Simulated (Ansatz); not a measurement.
Basis-set series for `C[N](C)[Ga]([NH2])[NH2]`. Total charge 0; spin multiplicity 1. The structure was optimised at the PBE0-D4/def2-TZVP level. It is one conformer, not always the lowest.

Z-matrix (Å, degrees):
```
C
N 1 1.436
H 1 1.101 2 111.9
H 1 1.101 2 111.9 3 -120.0
H 1 1.092 2 111.2 3 119.9
C 2 1.436 1 113.2 3 59.7
Ga 2 1.822 1 123.5 3 -119.4
H 6 1.101 2 111.7 1 -58.5
H 6 1.101 2 112.0 1 61.5
H 6 1.092 2 111.1 1 -178.1
N 7 1.826 2 119.3 1 178.3
N 7 1.825 2 119.8 1 5.5
H 11 1.007 7 119.8 2 167.5
H 11 1.007 7 120.3 2 25.0
H 12 1.006 7 120.7 2 -18.9
H 12 1.007 7 120.1 2 -163.0
```

```csv
functional,basis,functions,energy (Eh),HOMO (eV),LUMO (eV)
PBE0-D4,def2-SVP,152,-2170.42236,-5.67,0.56
PBE0-D4,def2-TZVPP,343,-2170.95705,-5.86,0.20
ωB97M-V,def2-SVP,152,-2170.72671,-7.96,2.23
ωB97M-V,def2-TZVPP,343,-2171.27269,-8.16,1.76
```

Q: Give the rows for def2-QZVPP. (Best estimate.)

A: The calculation gave: 
```json
{"functional": "PBE0-D4", "basis": "def2-QZVPP", "functions": "674", "energy (Eh)": "-2171.01671", "HOMO (eV)": "-5.91", "LUMO (eV)": "-0.09"}
{"functional": "ωB97M-V", "basis": "def2-QZVPP", "functions": "674", "energy (Eh)": "-2171.33040", "HOMO (eV)": "-8.22", "LUMO (eV)": "1.26"}
```

Positive LUMOs are unbound and depend on the basis. Scalar relativity is left out up to krypton.

Computed with Ansatz.
